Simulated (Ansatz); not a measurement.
`CC[Se][SiH2]C` + CH₄ → `CC[Se]C` + `C[SiH3]`  (formal exchange of groups at the Se–Si bond)

Gas-phase electronic energies from Ansatz, PBE0-D4/def2-TZVP geometries. CCSD(T)/CBS adds triple-zeta CCSD(T) − MP2 to the extrapolated MP2 energy (def2 sets, frozen cores). This one scheme is used for every species. Functionals use def2-TZVPP. B3LYP here is the variant with VWN-RPA as its local correlation; programs differ in this. For Se outer-core shells are correlated without core-valence functions, which leaves a few kJ/mol of doubt a bond. Scalar relativity is left out up to krypton. One conformer a species, not always the lowest.

`CC[Se][SiH2]C`:

```xyz
15

C     0.378   -2.357   -0.716
C    -0.188   -1.870    0.599
Se   -1.363   -0.299    0.426
Si    0.253    1.256    0.053
C    -0.540    2.943    0.140
H    -0.419   -2.603   -1.420
H     0.983   -3.256   -0.557
H     1.014   -1.603   -1.183
H    -0.824   -2.624    1.065
H     0.596   -1.612    1.312
H     0.903    1.059   -1.273
H     1.311    1.091    1.091
H    -1.324    3.041   -0.615
H     0.206    3.720   -0.042
H    -0.985    3.113    1.122
```

CH₄:

```xyz
5

C     0.000    0.000    0.000
H    -0.446    0.949    0.296
H    -0.512   -0.816    0.509
H     1.055   -0.007    0.272
H    -0.098   -0.126   -1.078
```

`CC[Se]C`:

Cartesian coordinates in Å:
```
C -1.098 -1.539 -0.774
C -0.405 -0.218 -0.519
Se 0.578 -0.286 1.167
C 1.289 1.518 1.102
H -0.379 -2.359 -0.836
H -1.808 -1.774 0.022
H -1.650 -1.505 -1.717
H 0.309 0.013 -1.312
H -1.125 0.600 -0.453
H 0.479 2.246 1.091
H 1.925 1.645 0.226
H 1.886 1.659 2.003
```

`C[SiH3]`:

```xyz
8

C     0.421   -0.845   -0.289
Si   -0.376    0.756    0.259
H     0.204   -1.648    0.419
H     1.505   -0.735   -0.357
H     0.048   -1.148   -1.270
H    -1.854    0.603    0.353
H    -0.082    1.848   -0.709
H     0.135    1.169    1.594
```

Is it downhill or uphill in electronic energy at CCSD(T)/CBS, and by how much? (An estimate is asked.)

Computed: Uphill: ΔE = +1.19 eV.

What do these levels give: PBE-D4, PBE0-D4, ωB97X-V, r2SCAN, PBE0, B3LYP, HF/def2-TZVPP, MP2/def2-TZVPP, SCS-MP2/def2-TZVPP, CCSD(T)/def2-TZVPP, SCS-MP2/def2-QZVPP, MP2/CBS(def2)? (Estimate.)

The calculation gave: PBE-D4 1.19, PBE0-D4 1.21, ωB97X-V 1.14, r2SCAN 1.20, PBE0 1.16, B3LYP 1.09, HF/def2-TZVPP 1.08, MP2/def2-TZVPP 1.18, SCS-MP2/def2-TZVPP 1.12, CCSD(T)/def2-TZVPP 1.13, SCS-MP2/def2-QZVPP 1.15, MP2/CBS(def2) 1.25 eV.

Largest T1 diagnostic among the species: 0.010.

In def2-TZVPP, CCSD(T) changes the Hartree–Fock value by +0.05 eV (the triples alone add +0.01 eV) and MP2 by +0.10 eV. The D4 term adds +0.08 eV with B3LYP and +0.05 eV with PBE0; it sums over pairs of atoms, weighted by their polarisabilities, and B3LYP, whose exchange is more repulsive, gets the larger term.
